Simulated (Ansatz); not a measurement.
Reactions of CH₆AlFOSi (`[CH3][Al]([OH])[SiH2]F`).

Computed with Ansatz on PBE0-D4/def2-TZVP structures; ΔE is electronic, products minus reactants. CCSD(T)/CBS adds triple-zeta CCSD(T) − MP2 to the extrapolated MP2 energy (def2 sets, frozen cores). This one scheme is used for every species. One conformer a species, not always the lowest.

(1) Order these by ΔE at CCSD(T)/CBS, lowest first. (Best estimate.)
A. `[CH3][Al]([OH])[SiH2]F` + `OC[SiH2]Cl` → `F[SiH2]C[SiH2]Cl` + `[CH3][Al]([OH])[OH]`
B. `[CH3][Al]([OH])[SiH2]F` + `COCOC` → `C[O][Al]([CH3])[OH]` + `COC[SiH2]F`
C. `[CH3][Al]([OH])[SiH2]F` + `N[SiH2][SiH3]` → `[CH3][Al]([OH])[SiH3]` + `N[SiH2][SiH2]F`
D. `[CH3][Al]([OH])[SiH2]F` + `[AlH2][SH]` → `F[SiH2][S][AlH2]` + `[CH3][AlH][OH]`

Largest T1 diagnostic: 0.013, for `[CH3][Al]([OH])[SiH3]`.

## Answers

(1) A (-276.9 kJ/mol), B (-157.6 kJ/mol), D (-79.3 kJ/mol), C (-3.9 kJ/mol).
